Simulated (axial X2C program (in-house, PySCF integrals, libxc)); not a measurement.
**What spin–orbit coupling does to OsB**

All values were computed with an in-house all-electron X2C program for linear molecules (integrals from PySCF). Spin-free means the one-electron spin-free X2C Hamiltonian; two-component (2c) means X2C with spin–orbit coupling and atomic mean-field two-electron Coulomb and Gaunt terms, so the difference of the two also holds small scalar two-electron terms. Basis: Os dyall-cv3z [13s14p9d6f4g], B dyall-v3z [7s6p2d1f] (cores contracted in-house); Gaussian nuclei, density fitting, unrestricted open shells. Masses: Os 191.961 u, B 11.009 u.

Spin-free state: M_S = 3/2, Λ = 0 (beyond evenly filled blocks: σα, δ+α, δ-α); fragments Os + B.

```json
{"level": "HF", "Re (Å)": "1.797", "ωe (cm⁻¹)": "834.6", "De (eV)": "1.548", "μ (D)": "-2.60"}
{"level": "CCSD", "Re (Å)": "1.766", "ωe (cm⁻¹)": "974.5", "De (eV)": "3.820", "μ (D)": "n/a"}
{"level": "CCSD(T)", "Re (Å)": "1.768", "ωe (cm⁻¹)": "979.2", "De (eV)": "4.140", "μ (D)": "n/a"}
```

Correlated methods: 11 electrons correlated (number of frozen shells: Os 5 s, 4 p, 2 d, 1 f; B 1 s), 275 virtual spin orbitals or spinors in MP2, 90 natural virtuals in coupled cluster.

Dipoles are positive if B is the positive end.

Two-component determinant lowest at the distance of the search:

Ω = 3/2 (⟨Sz⟩ = 1.48, ⟨Lz⟩ = 0.02 at HF); fragments Os + B.

```json
{"level": "HF", "Re (Å)": "1.798", "ωe (cm⁻¹)": "829.9", "De (eV)": "1.217", "μ (D)": "-2.59"}
{"level": "CCSD", "Re (Å)": "1.768", "ωe (cm⁻¹)": "970.6", "De (eV)": "3.399", "μ (D)": "n/a"}
{"level": "CCSD(T)", "Re (Å)": "1.770", "ωe (cm⁻¹)": "974.3", "De (eV)": "3.708", "μ (D)": "n/a"}
```

Problem. From the two tables, how do the constants change at the CCSD(T) level (2c against spin-free)?

Solution. At the CCSD(T) level Re goes up by 0.002 Å and ωe goes down by 4.9 cm⁻¹; De changes by -0.432 eV.

One determinant describes the state; a PBE0 search over occupations chose it and may have missed a lower one. Dissociation energies refer to the lowest single-determinant-based atoms at the same level and basis. CCSD and (T) use frozen natural virtuals with an MP2 correction for the truncation; (T) itself is uncorrected, so its De runs slightly low. PBE0 can misorder states that lie within some tenths of an eV, so this need not be the ground state of the molecule. The nearest other spin-free determinant of the search, M_S = 1/2, Λ = 0, lies 0.23 eV up at the distance of the search. With several unpaired electrons one determinant need not be a pure state. This is the top spin component of a Σ state; components of lower Ω are not single determinants and can lie lower. The determinant is spin-polarised beyond a pure state at some levels (its spin-free form has ⟨S²⟩ too high), which makes Re and μ there less reliable. The T1 diagnostic is large, a sign of multireference character.
